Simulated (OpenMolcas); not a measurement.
InHF2 (SMILES [F][InH][F]): the HOMO–LUMO gap, rung by rung

InHF2: 4 atoms, total charge 0, spin state singlet. As SMILES, `[F][InH][F]`. The shape is that of a PBE0-D4/def2-TZVP optimisation.

Each level gives the HOMO–LUMO gap (eV). The values are calculated.

```csv
level,kind,program,value (eV),CPU time
SVWN5/def2-TZVP (core potential),LDA,OpenMolcas,5.40,53 s
BLYP/def2-TZVP (core potential),GGA,OpenMolcas,5.36,62 s
PBE/def2-TZVP (core potential),GGA,OpenMolcas,5.44,61 s
TPSS/def2-TZVP (core potential),meta-GGA,OpenMolcas,5.73,62 s
r2SCAN/def2-TZVP (core potential),meta-GGA,OpenMolcas,6.15,58 s
B3LYP/def2-TZVP (core potential),global hybrid,OpenMolcas,7.48,57 s
BHLYP/def2-TZVP (core potential),global hybrid,OpenMolcas,10.32,49 s
B2PLYP/def2-TZVP (core potential),double hybrid,OpenMolcas,10.53,40 s
```

The values span 5.36 to 10.53 eV. Orbital gaps aren't excitation energies, and those of double hybrids come from the SCF part alone; they tend to grow with the share of exact exchange. CPU times are rough (shared hosts, several kinds of processor and program).
